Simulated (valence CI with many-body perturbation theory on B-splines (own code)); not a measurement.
Values are calculated unless marked as measured or tabulated.
# Sensitivity of CI+MBPT for Os⁵³⁺

Method: configuration interaction combined with many-body perturbation theory (CI+MBPT): five valence electrons over a frozen Dirac-Fock core [Ar], radial functions for each j: 6 s, 6 p, 5 d, 5 f, 1 g, with the one-electron correlation potential Σ1 (screened to all orders), the two-electron term Σ2, the three-electron term Σ3, Breit, model QED; selected single and double excitations, second order for the rest, scaled by the run's own slope (own B-spline code, finite nucleus).

No measured spectrum was set against this ion. As an estimate, large intervals hold to a few tenths of a per cent, small ones and those within an open d or f shell to about a per cent. Among the levels kept, up to 410 cm⁻¹ of a level comes from second order outside the variational space, and about a tenth of that is noise between levels of different J, which matters for small intervals. Only levels of the ground parity were solved; by the run's estimate the other parity begins above the list, which can be wrong where configurations are misplaced.

The reference run has the lowest level (3d3/2^4 3d5/2) J=5/2 and an ionisation energy of 5051.93 eV. Its largest variational space holds 9999 state functions.

Levels are named by their leading jj configuration (3d3/2^4 stands for four electrons in 3d with j = 3/2), which in mixed levels can hold well under half, so a name can repeat and another be missing. Letters in brackets count levels of one name in rising energy.

| Level | Reference (cm⁻¹) | Shift (cm⁻¹) |
| --- | --- | --- |
| (3d3/2^3 3d5/2^2) J=5/2 [a] | 545240 | 0 |
| (3d3/2^3 3d5/2^2) J=7/2 [a] | 641553 | 0 |
| (3d3/2^3 3d5/2^2) J=11/2 | 651493 | -32 |
| (3d3/2^3 3d5/2^2) J=3/2 [a] | 658010 | -13 |
| (3d3/2^3 3d5/2^2) J=9/2 | 699241 | +59 |
| (3d3/2^3 3d5/2^2) J=5/2 [b] | 731625 | 0 |
| (3d3/2^3 3d5/2^2) J=1/2 | 764353 | -22 |
| (3d3/2^3 3d5/2^2) J=7/2 [b] | 768297 | 0 |
| (3d3/2^3 3d5/2^2) J=3/2 [b] | 914638 | -14 |
| (3d3/2^2 3d5/2^3) J=5/2 [a] | 1177660 | 0 |
| (3d3/2^2 3d5/2^3) J=7/2 [a] | 1250880 | 0 |
| (3d3/2^2 3d5/2^3) J=11/2 | 1253310 | -40 |

The ionisation energy moves by -0.00011 eV.

**Question.** Which of these changes was made?
A. core polarisation of operators on → off
B. lowest core n in screening and Σ2 1 → 2
C. Davidson tolerance 2e-05 → 0.03
D. selection threshold (hartree) 2e-08 → 1e-06

**Answer.** D. selection threshold (hartree) 2e-08 → 1e-06.
